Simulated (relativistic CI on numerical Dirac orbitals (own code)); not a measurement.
Pd4+: 3d photoemission

Computed with this model: Dirac-Coulomb-Breit CI, separate exchange-only KLI orbitals for each configuration, model QED, valence Slater integrals scaled by 0.8, multiplet model of photoemission in the sudden approximation; configurations [Kr] 4d6 → [Ar] 3d9 4s2 4p6 4d6; 80 K; Lorentzian 0.3 eV and Gaussian 0.5 eV FWHM. Energies are those of the free ion, without screening or charge transfer. The energies are binding energies and can lie tens of eV above those of solids. S is read from ⟨S²⟩ = S(S + 1).

Field parameters in Wybourne normalisation: D4h B²₀ = −7Ds, B⁴₀ = 21(Dq − Dt), B⁴₄ = 21√(5/14) Dq. The field is a parameter set, without covalency.

Computed curve for D4h, 10Dq = 43400, Ds = 590, Dt = -290 cm⁻¹, scaled to 100 at the maximum (points under 2 are left out and the grid is thinned):

```json
{"Energy (eV)": "403.9", "Intensity": "2.1"}
{"Energy (eV)": "404.1", "Intensity": "2.8"}
{"Energy (eV)": "404.2", "Intensity": "3.3"}
{"Energy (eV)": "404.4", "Intensity": "4.9"}
{"Energy (eV)": "404.5", "Intensity": "6.3"}
{"Energy (eV)": "404.7", "Intensity": "11.9"}
{"Energy (eV)": "404.8", "Intensity": "17.5"}
{"Energy (eV)": "405.0", "Intensity": "40.1"}
{"Energy (eV)": "405.1", "Intensity": "57.7"}
{"Energy (eV)": "405.3", "Intensity": "92.6"}
{"Energy (eV)": "405.4", "Intensity": "100.0"}
{"Energy (eV)": "405.6", "Intensity": "83.8"}
{"Energy (eV)": "405.7", "Intensity": "65.9"}
{"Energy (eV)": "405.9", "Intensity": "32.7"}
{"Energy (eV)": "406.0", "Intensity": "21.7"}
{"Energy (eV)": "406.2", "Intensity": "10.1"}
{"Energy (eV)": "406.3", "Intensity": "7.4"}
{"Energy (eV)": "406.5", "Intensity": "4.5"}
{"Energy (eV)": "406.6", "Intensity": "3.7"}
{"Energy (eV)": "406.8", "Intensity": "2.7"}
{"Energy (eV)": "406.9", "Intensity": "2.4"}
{"Energy (eV)": "408.8", "Intensity": "2.2"}
{"Energy (eV)": "408.9", "Intensity": "2.7"}
{"Energy (eV)": "409.1", "Intensity": "4.3"}
{"Energy (eV)": "409.2", "Intensity": "5.8"}
{"Energy (eV)": "409.4", "Intensity": "10.6"}
{"Energy (eV)": "409.5", "Intensity": "13.7"}
{"Energy (eV)": "409.7", "Intensity": "18.5"}
{"Energy (eV)": "409.8", "Intensity": "19.6"}
{"Energy (eV)": "410.0", "Intensity": "19.7"}
{"Energy (eV)": "410.1", "Intensity": "20.3"}
{"Energy (eV)": "410.3", "Intensity": "25.1"}
{"Energy (eV)": "410.4", "Intensity": "29.0"}
{"Energy (eV)": "410.6", "Intensity": "34.3"}
{"Energy (eV)": "410.7", "Intensity": "33.3"}
{"Energy (eV)": "410.9", "Intensity": "24.4"}
{"Energy (eV)": "411.0", "Intensity": "18.9"}
{"Energy (eV)": "411.2", "Intensity": "11.3"}
{"Energy (eV)": "411.3", "Intensity": "9.6"}
{"Energy (eV)": "411.5", "Intensity": "8.5"}
{"Energy (eV)": "411.6", "Intensity": "8.3"}
{"Energy (eV)": "411.8", "Intensity": "7.5"}
{"Energy (eV)": "411.9", "Intensity": "6.8"}
{"Energy (eV)": "412.1", "Intensity": "5.4"}
{"Energy (eV)": "412.2", "Intensity": "5.1"}
{"Energy (eV)": "412.4", "Intensity": "5.4"}
{"Energy (eV)": "412.5", "Intensity": "6.0"}
{"Energy (eV)": "412.7", "Intensity": "7.3"}
{"Energy (eV)": "412.8", "Intensity": "7.7"}
{"Energy (eV)": "413.0", "Intensity": "7.3"}
{"Energy (eV)": "413.1", "Intensity": "6.5"}
{"Energy (eV)": "413.3", "Intensity": "4.5"}
{"Energy (eV)": "413.4", "Intensity": "3.6"}
{"Energy (eV)": "413.6", "Intensity": "2.3"}
{"Energy (eV)": "418.9", "Intensity": "2.1"}
{"Energy (eV)": "419.1", "Intensity": "2.6"}
{"Energy (eV)": "419.2", "Intensity": "2.8"}
{"Energy (eV)": "419.4", "Intensity": "2.9"}
{"Energy (eV)": "419.5", "Intensity": "2.7"}
{"Energy (eV)": "419.7", "Intensity": "2.2"}
```

The ground state has S = 0.03, and the centroid lies at 408.09 eV.
